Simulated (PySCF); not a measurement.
Multinuclear NMR of C9H14O

Mapped SMILES: `[O:1]=[CH:2][C@@H:3]1[CH2:4][C@H:5]2[CH2:6][CH2:7][C@@H:8]([CH2:9]1)[CH2:10]2`; H(Xn) means a hydrogen on atom n. Ha(C4), Ha(C9) are cis to C2 on the ring; Ha(C6), Ha(C7), Ha(C10) are cis to C4 on the ring; Hb(C4), Hb(C9) are trans to C2 on the ring; Hb(C6), Hb(C7), Hb(C10) are trans to C4 on the ring.

[PySCF 2.14.0 with density-fitted response routines: GFN2-xTB structure; NMR shieldings at PBE0/pcSseg-1/GIAO; non-relativistic; in vacuum; equivalent nuclei averaged; one computed conformer]

Where does 17O resonate?

## Answers


| atoms | environment | σ (ppm) | δ (ppm) |
| --- | --- | --- | --- |
| O1 | aldehyde oxygen | -350.4 | 585.9 |

Shieldings were converted by a linear fit to measured shifts: 17O: δ = 266.70 − 0.911σ (rms 10.7 ppm, 155 shifts, 12.2 ppm with the 3 outliers that the fit left out vs liquid water, solution or neat liquid). Occasional misses reach two or three times the rms, and more in compound classes unlike the fitted ones.

On a 400 MHz spectrometer 17O resonates near 54.2 MHz, so 1 ppm is 54.2 Hz.
